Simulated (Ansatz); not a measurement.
`O[SiH](Cl)[GeH2][Cl]` → `[Cl][GeH3]` + `O[Si]Cl` at 500 K and 1 bar (silylene formation by 1,1-elimination).

Isolated molecules relaxed with PBE0-D4/def2-TZVP in Ansatz; ΔE leaves out vibrations. CBS: MP2 limit from def2 TZ/QZ plus the TZ coupled-cluster correction, frozen cores. This one scheme is used for every species. For Ge outer-core shells are correlated without core-valence functions, which leaves a few kJ/mol of doubt a bond. Scalar relativity is left out up to krypton. One conformer a species, not always the lowest.

```csv
species,CCSD(T)/CBS energy (Eh),H − E (kJ/mol),S (J/(mol·K))
`O[SiH](Cl)[GeH2][Cl]`,-3362.47345,164.8,464.2
`[Cl][GeH3]`,-2537.71925,89.2,296.4
`O[Si]Cl`,-824.69782,65.7,310.9
```

H − E and S are ideal-gas, rigid-rotor, harmonic terms from PBE0-D4/def2-TZVP, for one conformer and one mirror image of each species. 1 Eh = 2625.50 kJ/mol, R = 8.31446 J/(mol·K).

Task: By hand: ΔE, ΔH, ΔS and ΔG.

Result: ΔE = (-2537.71925) + (-824.69782) − (-3362.47345) = 0.05638 Eh = 148.0 kJ/mol. Δ(H − E) = 89.2 + 65.7 − 164.8 = -9.9, so ΔH = 138.1 kJ/mol. ΔS = 296.4 + 310.9 − 464.2 = 143.1 J/(mol·K). ΔG = 138.1 − 500 × (143.1)/1000 = 66.5 kJ/mol.

Task: By hand: the equilibrium constant, and the temperature at which ΔG would vanish if ΔH and ΔS stayed fixed.

Result: log₁₀ K = −ΔG/(RT ln 10) = -6.9. ΔG = 0 at ΔH/ΔS = 965 K.

The number of gas molecules changes by +1, which sets the sign of ΔS. A doubt of 5 kJ/mol in ΔE shifts log₁₀ K by 0.5 here. Other conformers and mirror images would add mixing entropy, several J/(mol·K) or more a flexible species. Modes under 60 cm⁻¹, often nearly free rotors, make the harmonic entropy too high. These are equilibria of isolated gas molecules and say nothing of rates. Largest T1 diagnostic: 0.014 (customary marks: 0.02 for closed shells, 0.045 for open ones).
